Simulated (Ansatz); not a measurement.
Species: C3H9N, SMILES `CCNC` (C–C–N–C torsion 64°) (charge 0, multiplicity 1).

Question: Give a relaxed geometry from Ansatz (a quantum-chemistry and plane-wave program) with B3LYP-D3(BJ)/def2-TZVP.

Answer: This is not unique; one that fits is the end point of this relaxation, one of several conformers (outside a Z-matrix the atoms follow the SMILES, hydrogens last).
Bonds (Å): C1–C2 1.531, C1–H5 1.091, C1–H6 1.093, C1–H7 1.093, C2–N3 1.458, C2–H8 1.093, C2–H9 1.094, N3–C4 1.454, N3–H10 1.013, C4–H11 1.091, C4–H12 1.100, C4–H13 1.093. Bond angles (°): C2–C1–H5 111.9, C2–C1–H6 110.8, C2–C1–H7 110.7, H5–C1–H6 108.0, H5–C1–H7 107.6, H6–C1–H7 107.8, C1–C2–N3 116.4, C1–C2–H8 109.3, C1–C2–H9 109.5, N3–C2–H8 107.6, N3–C2–H9 107.4, H8–C2–H9 106.3, C2–N3–C4 115.1, C2–N3–H10 110.0, C4–N3–H10 110.2, N3–C4–H11 109.3, N3–C4–H12 115.2, N3–C4–H13 109.1, H11–C4–H12 107.9, H11–C4–H13 107.6, H12–C4–H13 107.6.
